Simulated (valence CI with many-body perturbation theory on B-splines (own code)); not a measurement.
# Which ion has this spectrum?

A relativistic CI+MBPT calculation for an atom or ion with 5 electrons gives these levels (eV):

```
  J  Parity       E     g
1/2     odd   0.000  0.67
3/2     odd   0.162  1.33
1/2    even  12.422  2.67
3/2    even  12.477  1.73
5/2    even  12.557  1.60
5/2    even  22.200  1.20
3/2    even  22.203  0.80
1/2    even  28.643  2.00
1/2    even  30.929  0.67
3/2    even  31.029  1.33
3/2     odd  39.873  2.00
5/2     odd  44.585  1.20
3/2     odd  44.593  0.80
1/2     odd  50.357  0.67
```

The energies are calculated, with errors of about 160 cm⁻¹, more in some levels.

Task: Which is it?
A. Ne5+
B. Mg7+
C. O3+
D. Na6+

Result: A. Ne5+, ground level 2s²2p ²P°_1/2.
